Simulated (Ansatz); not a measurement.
`F[SiH][SiH2]Cl` radical, relaxed with UKS PBE-D4/def2-SVP in Ansatz from a rough embedded geometry. The force threshold is 0.03 eV/Å; the program also tests the step.

Charge 0, multiplicity 2.

Start:

```xyz
7

F     1.357   -1.604   -1.391
Si    0.810   -1.175    0.104
Si   -0.662    0.562   -0.014
Cl   -1.596    0.964    1.750
H     1.941   -0.861    1.007
H    -0.030    1.851   -0.470
H    -1.821    0.262   -0.987
```

Task: How much energy does the relaxation release, and in how many steps? (Best estimate.)

Result: Computed: 0.15 eV, in 9 steps.

Task: Which bonds change most? (Best estimate.)

Result: The calculation gave: Si2–Si3 from 2.280 to 2.358 Å; Si3–Cl4 from 2.036 to 2.093 Å; Si3–H7 from 1.543 to 1.502 Å; Si2–H5 from 1.481 to 1.514 Å.

Task: Give the relaxed structure. (Estimate.)

Result: Ansatz gave: 
```xyz
7

F     1.534   -1.507   -1.347
Si    0.751   -1.219    0.079
Si   -0.725    0.609   -0.121
Cl   -1.353    0.898    1.854
H     1.802   -0.948    1.135
H    -0.094    1.881   -0.623
H    -1.915    0.286   -0.978
```
